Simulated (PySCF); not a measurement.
PBE on Al- (aluminium, charge -1), [Ne] 3s2 3p2, high-spin 3P determinant. Computed with PySCF 2.14 in aug-cc-pV(T+d)Z, with the non-relativistic Hamiltonian (point nucleus).

```
cycle= 1 E= -242.25066993737  delta_E= -0.00531  |g|= 0.0291  |ddm|= 0.336
cycle= 2 E= -242.250459204438  delta_E= 0.000211  |g|= 0.0167  |ddm|= 0.169
cycle= 3 E= -242.250783009467  delta_E= -0.000324  |g|= 0.0129  |ddm|= 0.169
cycle= 4 E= -242.251097061886  delta_E= -0.000314  |g|= 0.000549  |ddm|= 0.066
cycle= 5 E= -242.251097797634  delta_E= -7.36e-07  |g|= 9.17e-05  |ddm|= 0.00325
cycle= 6 E= -242.251097822232  delta_E= -2.46e-08  |g|= 3.7e-06  |ddm|= 0.000638
cycle= 7 E= -242.251097822264  delta_E= -3.25e-11  |g|= 3.14e-07  |ddm|= 2.5e-05
converged SCF energy = -242.251097822264  <S^2> = 2.0037798  2S+1 = 3.0025188
```

Highest occupied orbital energy: 1.317 eV; ⟨L²⟩ = 2.01; populations by l: s 6.00, p 8.00, d 0.00, f 0.00.

(1) Can this result be used?

Answers

(1) With care. Self-consistency was reached. At PBE the highest occupied level has a positive energy, so only the finite basis holds that electron; in a semilocal or global hybrid functional this comes from self-interaction and does not mean that the real anion is unbound.
